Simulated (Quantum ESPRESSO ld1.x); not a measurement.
Q: The mean radii <r> (bohr) of the occupied orbitals of an atom or ion are listed with their occupations. Method: non-relativistic Kohn-Sham, BP86, spin-unpolarised, spherical densities, point nucleus; computed with ld1.x of Quantum ESPRESSO 7.5.

| orbital | occ. | <r> |
|---|---|---|
| 1s | 2 | 0.06418 |
| 2s | 2 | 0.2960 |
| 2p | 6 | 0.2609 |
| 3s | 2 | 0.9057 |
| 3p | 6 | 0.9593 |
| 3d | 4 | 1.218 |

Name the element and its charge.

A: Z = 24, chromium, charge +2: Cr2+ in [Ar] 3d4. The 1s radius gives Z: for a bare nucleus <r> = 1.5/Z, 0.0625 bohr for Z = 24, and screening makes it slightly larger (0.06418 here). The occupations add up to 22, and the charge is Z minus that.
